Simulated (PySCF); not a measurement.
C2H6BIO (SMILES COB(C)I), singlet, geometry from GFN2-xTB (all electrons, no relativity); CASSCF(2,4)/STO-3G in PySCF.

The PySCF input:
```python
from pyscf import gto, scf, mcscf
import numpy

mol = gto.M(
    atom='''
B    -0.647414   -0.734614    0.261940
I     0.638719    0.944742   -0.049974
C    -1.546115   -0.770083    1.565370
H    -2.180094   -1.651799    1.644525
H    -2.195867    0.103828    1.610367
H    -0.926828   -0.732179    2.461573
O    -0.558685   -1.619513   -0.711940
C    -1.229779   -2.842149   -0.877555
H    -1.807639   -2.794047   -1.802629
H    -0.482424   -3.633159   -0.964393
H    -1.897357   -3.061373   -0.041866
''',
    basis='sto-3g',
    charge=0,
    spin=0,
    verbose=4,
)

mf = scf.RHF(mol)
mf.kernel()
mc = mcscf.CASSCF(mf, 4, 2)
mc.fix_spin_(ss=0.0)
mc.kernel()
occ = numpy.linalg.eigvalsh(mc.fcisolver.make_rdm1(mc.ci, mc.ncas, mc.nelecas))[::-1]
ss = mc.fcisolver.spin_square(mc.ci, mc.ncas, mc.nelecas)[0]
print('natural occupations', occ.round(4), ' <S^2>', round(ss, 4))
```

**Question.** What does PySCF print? Leave out banner, timings and long lists.

**Answer.** 
```
PySCF version 2.14.0

[INPUT] verbose = 4
[INPUT] num. atoms = 11
[INPUT] num. electrons = 84
[INPUT] charge = 0
[INPUT] spin (= nelec alpha-beta = 2S) = 0
[INPUT] symmetry False subgroup None
[INPUT] Mole.unit = angstrom
[INPUT] Symbol           X                Y                Z      unit          X                Y                Z       unit  Magmom
[INPUT]  1 B     -0.647414000000  -0.734614000000   0.261940000000 AA   -1.223435149209  -1.388219267271   0.494994861069 Bohr   0.0
[INPUT]  2 I      0.638719000000   0.944742000000  -0.049974000000 AA    1.207003980556   1.785303638374  -0.094437173349 Bohr   0.0
[INPUT]  3 C     -1.546115000000  -0.770083000000   1.565370000000 AA   -2.921733907082  -1.455245963183   2.958120583610 Bohr   0.0
[INPUT]  4 H     -2.180094000000  -1.651799000000   1.644525000000 AA   -4.119780585808  -3.121447722830   3.107701855000 Bohr   0.0
[INPUT]  5 H     -2.195867000000   0.103828000000   1.610367000000 AA   -4.149587235970   0.196206484061   3.043152590037 Bohr   0.0
[INPUT]  6 H     -0.926828000000  -0.732179000000   2.461573000000 AA   -1.751451084578  -1.383617784158   4.651698805624 Bohr   0.0
[INPUT]  7 O     -0.558685000000  -1.619513000000  -0.711940000000 AA   -1.055761639903  -3.060436025173  -1.345371617123 Bohr   0.0
[INPUT]  8 C     -1.229779000000  -2.842149000000  -0.877555000000 AA   -2.323945503741  -5.370883215206  -1.658338609243 Bohr   0.0
[INPUT]  9 H     -1.807639000000  -2.794047000000  -1.802629000000 AA   -3.415942642083  -5.279983609163  -3.406475114199 Bohr   0.0
[INPUT] 10 H     -0.482424000000  -3.633159000000  -0.964393000000 AA   -0.911649235917  -6.865675476999  -1.822438646448 Bohr   0.0
[INPUT] 11 H     -1.897357000000  -3.061373000000  -0.041866000000 AA   -3.585485090526  -5.785156535138  -0.079115273931 Bohr   0.0

nuclear repulsion = 383.694745110361
number of shells = 29
number of NR pGTOs = 159
number of NR cGTOs = 53
basis = sto-3g
ecp = {}

******** <class 'pyscf.scf.hf.RHF'> ********
method = RHF
initial guess = minao
damping factor = 0
level_shift factor = 0
DIIS = <class 'pyscf.scf.diis.CDIIS'>
diis_start_cycle = 1
diis_space = 8
diis_damp = 0
SCF conv_tol = 1e-09
SCF conv_tol_grad = None
SCF max_cycles = 50
direct_scf = True
direct_scf_tol = 1e-13
Set gradient conv threshold to 3.16228e-05
Initial guess from minao.
init E= -7005.89792819259
  HOMO = -0.456150170491628  LUMO = 0.00936596332163075  gap/eV = 12.66734
cycle= 1 E= -7027.19206866626  delta_E= -21.3  |g|= 0.497  |ddm|= 3.88
  HOMO = -0.201054921360631  LUMO = 0.24677828214271  gap/eV = 12.18616
cycle= 2 E= -7027.3020231733  delta_E= -0.11  |g|= 0.189  |ddm|= 1.08
  HOMO = -0.234823227400665  LUMO = 0.287501257958635  gap/eV = 14.21317
cycle= 3 E= -7027.31361476675  delta_E= -0.0116  |g|= 0.0467  |ddm|= 0.269
  HOMO = -0.256509179336695  LUMO = 0.291858335991736  gap/eV = 14.92184
cycle= 4 E= -7027.31490651617  delta_E= -0.00129  |g|= 0.00747  |ddm|= 0.116
  HOMO = -0.256877746992487  LUMO = 0.28839084310982  gap/eV = 14.83751
cycle= 5 E= -7027.31494660812  delta_E= -4.01e-05  |g|= 0.00206  |ddm|= 0.0202
  HOMO = -0.25701856589847  LUMO = 0.288604784008211  gap/eV = 14.84717
cycle= 6 E= -7027.31495048659  delta_E= -3.88e-06  |g|= 0.000362  |ddm|= 0.00697
  HOMO = -0.257095323329335  LUMO = 0.288731989226208  gap/eV = 14.85272
cycle= 7 E= -7027.31495062481  delta_E= -1.38e-07  |g|= 6.88e-05  |ddm|= 0.0014
  HOMO = -0.257092369569893  LUMO = 0.288703261318989  gap/eV = 14.85186
cycle= 8 E= -7027.31495062896  delta_E= -4.15e-09  |g|= 1.52e-05  |ddm|= 0.00023
  HOMO = -0.257091807710985  LUMO = 0.288711010109911  gap/eV = 14.85205
cycle= 9 E= -7027.31495062917  delta_E= -2.04e-10  |g|= 3.95e-06  |ddm|= 4.58e-05
  HOMO = -0.257091634061816  LUMO = 0.288710389216359  gap/eV = 14.85203
Extra cycle  E= -7027.31495062915  delta_E= 2e-11  |g|= 1.68e-06  |ddm|= 7.73e-06
converged SCF energy = -7027.31495062915

******** <class 'pyscf.mcscf.mc1step.CASSCF'> ********
CAS (1e+1e, 4o), ncore = 41, nvir = 8
max_cycle_macro = 50
max_cycle_micro = 4
conv_tol = 1e-07
conv_tol_grad = None
orbital rotation max_stepsize = 0.02
orbital rotation threshold for CI restart = 0.01
augmented hessian ah_max_cycle = 30
augmented hessian ah_conv_tol = 1e-12
augmented hessian ah_linear dependence = 1e-14
augmented hessian ah_level shift = 1e-08
augmented hessian ah_start_tol = 2.5
augmented hessian ah_start_cycle = 3
augmented hessian ah_grad_trust_region = 3
kf_trust_region = 3
kf_interval = 4
ci_response_space = 4
ci_grad_trust_region = 3
with_dep4 0
natorb = False
canonicalization = True
sorting_mo_energy = False
ao2mo_level = 2
internal_rotation = False
******** <class 'pyscf.fci.addons.SpinPenaltyFCISolver'> ********
max. cycles = 50
conv_tol = 1e-08
davidson only = True
linear dependence = 1e-12
level shift = 0.001
max iter space = 12
nroots = 1
pspace_size = 400
spin = None
CASCI E = -7027.31527097747  S^2 = 0.0000000
Set conv_tol_grad to 0.000316228
macro iter   1 ( 12 JK    3 micro), CASSCF E = -7027.31529733972  dE = -2.63622478e-05  S^2 = 0.0000000
               |grad[o]|=0.000957  |grad[c]|=0.00626  |ddm|=0.00154  |maxRot[o]|=0.0839
macro iter   2 (  7 JK    2 micro), CASSCF E = -7027.31533951166  dE = -4.21719469e-05  S^2 = 0.0000000
               |grad[o]|=0.000655  |grad[c]|=0.00406  |ddm|=0.00639  |maxRot[o]|=0.0675
macro iter   3 (  7 JK    2 micro), CASSCF E = -7027.31543896154  dE = -9.94498805e-05  S^2 = 0.0000000
               |grad[o]|=0.000677  |grad[c]|=0.00147  |ddm|=0.0101  |maxRot[o]|=0.0685
macro iter   4 (  7 JK    2 micro), CASSCF E = -7027.31558356632  dE = -1.44604772e-04  S^2 = 0.0000000
               |grad[o]|=0.000846  |grad[c]|=0.000894  |ddm|=0.00982  |maxRot[o]|=0.0699
macro iter   5 ( 17 JK    4 micro), CASSCF E = -7027.31624135162  dE = -6.57785302e-04  S^2 = 0.0000000
               |grad[o]|=0.00113  |grad[c]|=0.00963  |ddm|=0.00628  |maxRot[o]|=0.102
macro iter   6 ( 12 JK    3 micro), CASSCF E = -7027.31877469638  dE = -2.53334476e-03  S^2 = 0.0000000
               |grad[o]|=0.00247  |grad[c]|=0.0017  |ddm|=0.00533  |maxRot[o]|=0.125
macro iter   7 ( 21 JK    4 micro), CASSCF E = -7027.32366910668  dE = -4.89441030e-03  S^2 = 0.0000000
               |grad[o]|=0.00598  |grad[c]|=0.0111  |ddm|=0.00759  |maxRot[o]|=0.216
macro iter   8 ( 21 JK    4 micro), CASSCF E = -7027.32580065369  dE = -2.13154701e-03  S^2 = 0.0000000
               |grad[o]|=0.00654  |grad[c]|=0.0159  |ddm|=0.00327  |maxRot[o]|=0.277
macro iter   9 ( 21 JK    4 micro), CASSCF E = -7027.32641639903  dE = -6.15745340e-04  S^2 = 0.0000000
               |grad[o]|=0.00559  |grad[c]|=0.0167  |ddm|=0.00312  |maxRot[o]|=0.152
macro iter  10 ( 21 JK    4 micro), CASSCF E = -7027.32738505471  dE = -9.68655673e-04  S^2 = 0.0000000
               |grad[o]|=0.00482  |grad[c]|=0.0063  |ddm|=0.00143  |maxRot[o]|=0.287
macro iter  11 ( 21 JK    4 micro), CASSCF E = -7027.32806713044  dE = -6.82075734e-04  S^2 = 0.0000000
               |grad[o]|=0.0027  |grad[c]|=0.00347  |ddm|=0.000896  |maxRot[o]|=0.306
macro iter  12 (  9 JK    2 micro), CASSCF E = -7027.32814135087  dE = -7.42204302e-05  S^2 = 0.0000000
               |grad[o]|=0.0013  |grad[c]|=0.000836  |ddm|=0.000294  |maxRot[o]|=0.0706
macro iter  13 (  5 JK    2 micro), CASSCF E = -7027.32814234728  dE = -9.96409653e-07  S^2 = 0.0000000
               |grad[o]|=0.000168  |grad[c]|=2.75e-05  |ddm|=5.24e-05  |maxRot[o]|=0.00357
macro iter  14 (  1 JK    1 micro), CASSCF E = -7027.32814234728  dE = -9.09494702e-13  S^2 = 0.0000000
               |grad[o]|=2.39e-05  |grad[c]|=1.46e-06  |ddm|=5.66e-07  |maxRot[o]|=    0
1-step CASSCF converged in  14 macro (182 JK  41 micro) steps
CASSCF canonicalization
Density matrix diagonal elements [1.98406047e+00 1.36151657e-03 1.08527922e-02 3.72522418e-03]
CASSCF energy = -7027.32814234728
CASCI E = -7027.32814234728  E(CI) = -1.73072468888768  S^2 = 0.0000000
natural occupations [1.9841e+00 1.3500e-02 1.3000e-03 1.0000e-03]  <S^2> 0.0
```
